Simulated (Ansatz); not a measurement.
Ga12As12H32, a nanocrystal cut from zinc blende GaAs (hydrogen-capped). Charge 0, multiplicity 1. Geometry PBE-D4/def2-SVP, basis def2-SVP, Ansatz.

Cartesian coordinates in Å:
```
Ga -1.898 1.835 -4.104
Ga 3.872 -1.368 -3.298
Ga 4.333 0.629 1.109
Ga -2.187 3.778 -0.347
Ga 1.156 3.032 2.524
Ga 1.004 1.458 -1.200
Ga -1.366 -1.832 -2.171
Ga 1.530 -2.033 0.528
Ga -1.553 0.222 1.455
Ga -4.709 0.475 -1.185
Ga 1.320 -0.828 4.240
Ga -1.868 -4.141 2.668
As 2.361 0.646 -3.129
As -0.716 2.933 -2.134
As -2.947 -0.059 -2.868
As 2.480 2.258 0.587
As 2.868 -2.775 -1.446
As 2.891 -1.063 2.288
As -0.614 4.474 1.492
As -3.240 1.712 0.487
As -0.082 1.019 3.248
As -0.149 -0.534 -0.391
As 0.248 -4.041 1.277
As -2.763 -1.831 2.192
H -2.975 2.881 -4.595
H -0.721 1.293 -5.021
H 3.532 -2.104 -4.647
H 5.286 -0.918 -2.782
H 5.339 1.303 2.114
H 4.734 -0.037 -0.270
H -3.144 4.976 -0.711
H 1.954 3.796 3.648
H -0.246 -2.127 -3.261
H -2.070 -3.012 -1.371
H -5.733 1.545 -1.731
H -5.146 -0.849 -0.426
H 2.077 -0.272 5.503
H 0.415 -2.126 4.221
H -1.400 -4.146 4.168
H -2.818 -5.173 1.955
H 3.148 1.849 -3.642
H 1.329 0.592 -4.251
H 0.057 4.165 -2.608
H -3.776 -0.717 -3.973
H 3.121 3.535 0.044
H 3.961 -3.695 -0.904
H 2.012 -3.857 -2.096
H 3.818 -2.228 2.639
H 0.057 5.782 1.076
H -1.444 5.056 2.635
H -4.079 2.166 1.684
H -1.017 1.534 4.343
H -0.002 -4.828 -0.005
H 1.266 -4.997 1.894
H -3.885 -1.931 1.163
H -3.624 -1.422 3.384
```

```
run  HOMO (eV)  LUMO (eV)
  A      -6.10      -2.19
  B      -6.45      -1.94
  C      -6.81      -1.64
  D      -5.85      -2.33
```

Single mean-field runs in def2-SVP are fitted with def2-universal-jkfit.

Problem. The runs used PBE, PBE0, r2SCAN, r2SCANh. Estimate which is which.

Solution. A r2SCAN (0 % exact exchange); B r2SCANh (10 % exact exchange); C PBE0 (25 % exact exchange); D PBE (0 % exact exchange). Exact exchange lowers occupied and raises empty levels; among semilocal functionals meta-GGAs tend to open the gap a little, and such runs are hard to tell apart. The gap grows from 3.51 eV (PBE) to 5.17 eV (PBE0).
